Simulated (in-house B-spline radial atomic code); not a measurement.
C4+: 1s2

Computed with a B-spline radial code for spherical atoms: non-relativistic M06-2X, spin-polarised, spherical fractional occupations, exact exchange averaged over the configuration, point nucleus.

Screening seen three ways: the hydrogenic charge with the same mean radius, Z_r = [3n² - l(l+1)]/(2<r>), the one with the same energy, Z_e = n√(-2ε), and Slater's rules. Values are occupation-weighted means over spin.

```json
{"shell": "1s", "electrons": "2", "ε (eV)": "-374.89", "<r> (bohr)": "0.2677", "Z_r": "5.60", "Z_e": "5.25", "Slater": "5.70"}
```

The least bound orbital is 1s at -374.9 eV, and it is also the most diffuse (<r> = 0.2677 bohr).
